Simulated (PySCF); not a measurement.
## MOH across the fourth-period p block

Level: PBE0, basis family def2-TZVP, no relativity.

Each entry is the lowest minimum that a search over a few typed start shapes (and spin states, where more than one is plausible) found, or that minimum re-optimised at the stated level; isomers with ligand–ligand bonds, or fragments after loss of a ligand pair, can lie lower. Open shells are unrestricted; no spin–orbit coupling; PySCF with density fitting.

| molecule | 2S+1 | point group | mean bond to the central atom (Å) | polar-tensor charge of the central atom | highest ω (cm⁻¹) | distinct angles (°) | dipole (D) |
| --- | --- | --- | --- | --- | --- | --- | --- |
| HGaO | 1 | C∞v | 1.581 | 0.81 | 2111 | 180 | 4.55 |
| HGeO | 2 | Cs | 1.625 | 0.43 | 1781 | 113 | 3.23 |
| HAsO | ? | ? | ? | ? | ? | ? | ? |
| HBrO | 1 | Cs | 1.578 | 0.46 | 2319 | 106 | 3.83 |

Problem. Fill in the row of HAsO.

Solution. 2S+1: 1; point group: Cs; mean bond to the central atom (Å): 1.596; polar-tensor charge of the central atom: 0.72; highest ω (cm⁻¹): 1986; distinct angles (°): 102; dipole (D): 2.88.

Left out of the table are members whose search was unfinished or whose lowest solution was spin-contaminated, unstable, very soft or bonded differently.
